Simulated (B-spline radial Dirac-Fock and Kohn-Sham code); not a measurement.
Model: Dirac-Fock (average of configuration) total-energy differences with a finite nucleus, the Breit interaction including its frequency dependence, and self-energy and vacuum-polarisation corrections. Program: a radial atomic solver. Free neutral atoms.

**Question.** Order these X-ray lines by photon energy, lowest first.
A. S Lη
B. Kr Mζ2
C. Zr Mζ1
D. Nb Mζ1
E. Sr Mζ1
F. Rb Mζ1

**Answer.** B (79.75 eV), F (95.92 eV), E (113.9 eV), A (150.3 eV), C (151.2 eV), D (170.1 eV).

Values without a named source are computed, but for edge energies of neutral atoms, which are taken from tables.
